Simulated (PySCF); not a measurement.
Species: C2BFO4.
Z-matrix (Å and degrees, PBE0-D3(BJ)/def2-SVP geometry), rows numbered from 1:
```
O 
C   1  1.1802
O   2  1.3662  1  125.87
B   3  1.3768  2  107.23  1   179.46
F   4  1.2999  3  123.31  2  -179.64
O   4  1.3771  3  113.47  2     0.28
C   6  1.3658  4  107.19  3    -0.05
O   7  1.1802  2  128.02  1     0.41
```

The closed-shell ground state was solved at several levels (PySCF, density fitting, gas phase, non-relativistic).

| level | basis functions | total energy (Eh) | HOMO (eV) | LUMO (eV) | gap (eV) | dipole (D) |
| --- | --- | --- | --- | --- | --- | --- |
| PBE0/pcSseg-1 | 136 | -501.3941 | -9.25 | -3.14 | 6.11 | 1.91 |
| wB97X-D/pcSseg-2 | 288 | -502.0065 | -11.08 | -1.24 | 9.84 | 2.14 |
| CAM-B3LYP/def2-SVPD | 175 | -501.4543 | -10.82 | -2.09 | 8.73 | 2.10 |

Estimate the row for B3LYP/pcJ-1, a basis of 216 functions; the other rows only guide the guess.

Total energy -501.9668 Eh, HOMO -8.98 eV, LUMO -3.37 eV, gap 5.61 eV, dipole 1.91 D.

Over all these levels, which gives the widest orbital gap and which the narrowest?

wB97X-D/pcSseg-2 (range-separated hybrid) has the widest, 9.84 eV, and B3LYP/pcJ-1 (global hybrid, 20 % exact exchange) the narrowest, 5.61 eV. Functional and basis both differ between the two, so the spread mixes both effects.

How far do the dipole and the HOMO energy spread over the levels?

The dipole runs from 1.91 to 2.14 D (mean 2.02 D) and the HOMO from -11.08 to -8.98 eV.

wB97X-D is run here without its empirical dispersion term; that term would change no orbital, density or response property at a fixed geometry.
